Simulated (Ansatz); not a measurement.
C2H7F2NSi, SMILES N[SiH2]CC(F)F.

Geometry: PBE0-D3(BJ)/def2-SVP. This is a generated structure with no PubChem entry under its InChIKey; it may be hypothetical. Other conformers were not sampled.

Two levels are set side by side: PBE/def2-SVPD (Ansatz, a program for electronic structure) and CAM-B3LYP/def2-SVPD (Ansatz). Energy differences of separate SCF runs at the same geometry; the states with an electron removed or added have multiplicity 2 and 2. Differences are taken from unrounded values.

| quantity | PBE |
|---|---|
| vertical ionisation energy (eV) | 9.18 |
| vertical singlet–triplet gap (eV) | 5.56 |

These are the PBE values. What does CAM-B3LYP give? (The exact figures need the calculation; the answer reports its results.)


```
quantity                           CAM-B3LYP  PBE minus CAM-B3LYP
---------------------------------  ---------  -------------------
vertical ionisation energy (eV)         9.78                -0.60
vertical singlet–triplet gap (eV)       6.11                -0.55
```
